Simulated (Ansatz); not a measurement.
C₂H₈CuNS (`C[S+](C)[Cu-][NH2]`). Total charge 0; spin multiplicity 1. For Cu the d shell is correlated and the shells below it are frozen. Scalar relativity is left out up to krypton.

| atom | x (Å) | y (Å) | z (Å) |
| --- | --- | --- | --- |
| C1 | -0.9923 | -1.2402 | 1.1348 |
| S2 | 0.4528 | -0.9562 | 0.0986 |
| C3 | 1.4639 | 0.0219 | 1.2212 |
| Cu4 | -0.1671 | 0.3692 | -1.4965 |
| N5 | -0.8135 | 1.4089 | -2.8464 |
| H6 | -1.4404 | -0.2973 | 1.4456 |
| H7 | -1.7089 | -1.7981 | 0.5332 |
| H8 | -0.7083 | -1.8340 | 2.0045 |
| H9 | 0.9403 | 0.9253 | 1.5313 |
| H10 | 2.3668 | 0.2973 | 0.6777 |
| H11 | 1.7327 | -0.5812 | 2.0894 |
| H12 | -0.7892 | 2.4056 | -2.6615 |
| H13 | -0.3368 | 1.2787 | -3.7320 |

Give the diagnostics of a CCSD(T)/def2-TZVPP run (frozen core, Ansatz). (Estimate.)

Computed: T1 = 0.0221, largest single amplitude 0.046, largest double 0.016, (T) share of the correlation energy 4.4 %, 14 CCSD cycles. The RHF solution is stable towards an unrestricted one. T1 lies over the customary mark of 0.02 for closed shells; compounds of d metals often pass it without a breakdown.
